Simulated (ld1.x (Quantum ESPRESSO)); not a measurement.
**Transferability test, TM potential for molybdenum**

molybdenum (Mo), norm-conserving Troullier–Martins (Kleinman–Bylander form), made with ld1.x (Quantum ESPRESSO) 7.5 (PBE, scalar-relativistic). Core [Ar] 3d10 4s2, reference 4p6 4d5 5s0 5p0 (charge +1). Waves: 4p (bound): rc 1.40 bohr; 4d (bound): rc 2.08 bohr; 5s (bound, empty): rc 2.20 bohr. Local part: the s channel. Core correction: none.

Energies are relative to the spin-unpolarised reference configuration 4p6 4d5 5s0 5p0; without spin polarisation the order of configurations can differ from experiment.

| valence configuration | charge | ΔE all-electron (eV) | error AE − PS (meV) |
| --- | --- | --- | --- |
| 4p6 4d4 5s0 5p0 | +2 | 15.462 | -51 |
| 4p6 4d3 5s0 5p0 | +3 | 42.206 | -241 |
| 4p6 4d6 5s0 5p0 | 0 | -6.127 | -19 |
| 4p6 4d4 5s1 5p1 | 0 | -3.150 | -558 |
| 4p6 4d4 5s2 5p0 | 0 | -6.691 | -60 |
| 4p6 4d5.5 5s0.5 5p0 | 0 | -6.610 | -1.6 |

Task: What are ΔE and the potential's error for 4p6 4d5 5s1 5p0?

Result: ΔE = -6.890 eV all-electron; the error (AE − PS) is -0.3 meV.

Levels in the configuration 4p6 4d4 5s0 5p0:

```tsv
level	all-electron (eV)	pseudo (eV)
4p	-56.750	-56.974
4d	-20.827	-20.942
```
